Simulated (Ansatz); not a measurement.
Geometry optimisation of ZrSe₂⁺.

```yaml
crystal:
  periodic: [false, false, false]
  atoms:
    - {symbol: Zr, position_ang: [-0.627749, -0.668640, -0.034799]}
    - {symbol: Se, position_ang: [1.710330, -0.971352, -0.086029]}
    - {symbol: Se, position_ang: [-1.082581, 1.639992, 0.120838]}
basis:
  gaussian: {orbitals: def2-TZVP}
total_charge: 1
magnetization: {spin_polarized: true, initial_magnetization: 1}
hamiltonian: {xc: pbe, dispersion: d4}
scf: {lower_state_search: "off"}
output: {orbitals: {seedname: orbitals}}
relax: {f_tol: 0.02, max_steps: 100}
```

```sh
$ ansatz run in.yaml --threads 4 --pin off --events-out ev --progress --plain --max-ram 3916MiB
```

It prints (some lines left out):

```
Functional definition: PBE
mean field -131954.69831209 eV, -4849.2457208622 hartree, gradient 9.5e-7 eV, S^2 0.766413; 0 other end points of the search recorded, 0 dependent functions left out
relax step   1: F+E_penalty+E_count = -131954.80818099 eV  Δ(F+E_penalty+E_count) = +0.000e0 eV  max|allowed force component| = 6.729e-1 eV/Å  Δτ_max = 0.0000 Å  (21 SCF iters, accepted)
mean field -131954.85973726 eV, -4849.2516531280 hartree, gradient 2.4e-6 eV, S^2 0.768025; 0 other end points of the search recorded, 0 dependent functions left out
relax step   2: F+E_penalty+E_count = -131954.97524164 eV  Δ(F+E_penalty+E_count) = -1.671e-1 eV  max|allowed force component| = 7.160e-1 eV/Å  Δτ_max = 0.1950 Å  (34 SCF iters, accepted)
mean field -131954.88993643 eV, -4849.2527629270 hartree, gradient 1.3e-6 eV, S^2 0.764550; 0 other end points of the search recorded, 0 dependent functions left out
relax step   3: F+E_penalty+E_count = -131955.00827861 eV  Δ(F+E_penalty+E_count) = -3.304e-2 eV  max|allowed force component| = 1.846e-1 eV/Å  Δτ_max = 0.1075 Å  (27 SCF iters, accepted)
mean field -131954.89498411 eV, -4849.2529484256 hartree, gradient 1.7e-6 eV, S^2 0.764518; 0 other end points of the search recorded, 0 dependent functions left out
relax step   4: F+E_penalty+E_count = -131955.01257474 eV  Δ(F+E_penalty+E_count) = -4.296e-3 eV  max|allowed force component| = 3.577e-2 eV/Å  Δτ_max = 0.0342 Å  (23 SCF iters, accepted)
mean field -131954.89500210 eV, -4849.2529490868 hartree, gradient 4.7e-7 eV, S^2 0.764560; 0 other end points of the search recorded, 0 dependent functions left out
relax step   5: F+E_penalty+E_count = -131955.01266024 eV  Δ(F+E_penalty+E_count) = -8.550e-5 eV  max|allowed force component| = 1.342e-3 eV/Å  Δτ_max = 0.0032 Å  (26 SCF iters, accepted)
Total energy: -131955.01270002 eV, -4849.2572744057 hartree
Atom 0 at    -0.764000    -0.813766    -0.042353 Å, force    -0.001260    -0.001342    -0.000070 eV/Å
Atom 1 at     1.596828    -0.728968    -0.068799 Å, force     0.000872     0.000444     0.000017 eV/Å
Atom 2 at    -0.832827     1.542735     0.111162 Å, force     0.000388     0.000897     0.000053 eV/Å
Dipole moment:    -0.927161    -0.987555    -0.051402 e Å
Checks for a lower state left out: stability, starts, cluster_reference, orbital_swaps, neighbouring_geometries, increment
```

It took 8.5 s on 4 threads of Intel Xeon Platinum 8259CL on a shared host.

In the def2 sets Zr takes a core potential; there is no spin–orbit coupling. The relaxation made no stability test and no search for a lower SCF solution. No other spin state of charge 1 was run. The structure comes from a short search, and lower isomers may exist.
